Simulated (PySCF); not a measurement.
B(F)2(OEt) (C2H5BF2O), SMILES CCOB(F)F. Atoms are numbered in the order given.

```xyz
11

B      0.5966    -0.1730     0.7423
F     -0.1761    -1.2332     1.0213
F      1.8123    -0.1216     1.2847
O      0.1846     0.8340    -0.0563
C     -1.0999     0.7897    -0.6941
C     -1.0424     0.0065    -1.9955
H     -1.8525     0.3507    -0.0040
H     -1.3872     1.8445    -0.8812
H     -0.7966    -1.0576    -1.8044
H     -2.0220     0.0429    -2.5134
H     -0.2744     0.4280    -2.6741
```
Charge 0, spin multiplicity 1.

The structure is a stationary point at PBE-D3(BJ)/def2-SVP. Other conformers were not sampled.

All values below come from PBE-D3(BJ)/def2-SVP (PySCF).

No scaling factor is applied to the harmonic values.

Computed harmonic wavenumbers and intensities:
```csv
mode,ν (cm⁻¹),IR (km/mol),moving atoms (share of kinetic energy)
1,50,0.0,"C 34 %, F 31 %, H 27 %"
2,103,0.2,"F 38 %, O 27 %, C 22 %, H 13 %"
3,193,2.1,"H 48 %, F 28 %, C 14 %"
4,282,1.7,"H 73 %, C 14 %, F 11 %"
5,384,4.0,"F 32 %, C 26 %, O 21 %, H 15 %"
6,459,9.0,"F 48 %, O 18 %, C 16 %, H 12 %"
7,524,2.3,"F 41 %, O 30 %, H 12 %, C 10 %"
8,657,58.1,"B 81 %, F 10 %, O 8 %"
9,769,5.0,"H 48 %, F 28 %, C 13 %, O 10 %"
10,799,6.9,"H 55 %, F 18 %, O 17 %, C 11 %"
11,918,3.8,"H 41 %, C 29 %, O 15 %, F 14 %"
12,1072,19.9,"C 56 %, H 28 %, O 11 %"
13,1098,46.9,"C 43 %, H 30 %, O 21 %"
14,1144,3.2,"H 53 %, C 38 %"
15,1272,5.3,H 90 %
16,1321,53.2,"H 76 %, C 18 %"
17,1356,87.1,"H 69 %, C 26 %"
18,1394,219.8,"B 51 %, H 29 %, F 15 %"
19,1411,12.4,H 88 %
20,1425,45.6,"H 85 %, B 9 %"
21,1434,123.9,"H 71 %, B 17 %"
22,1498,438.8,"B 52 %, H 22 %, O 21 %"
23,2977,28.0,H 95 %
24,2978,14.8,H 97 %
25,3036,12.0,"H 90 %, C 10 %"
26,3073,17.3,"H 91 %, C 9 %"
27,3079,15.2,"H 90 %, C 10 %"
```
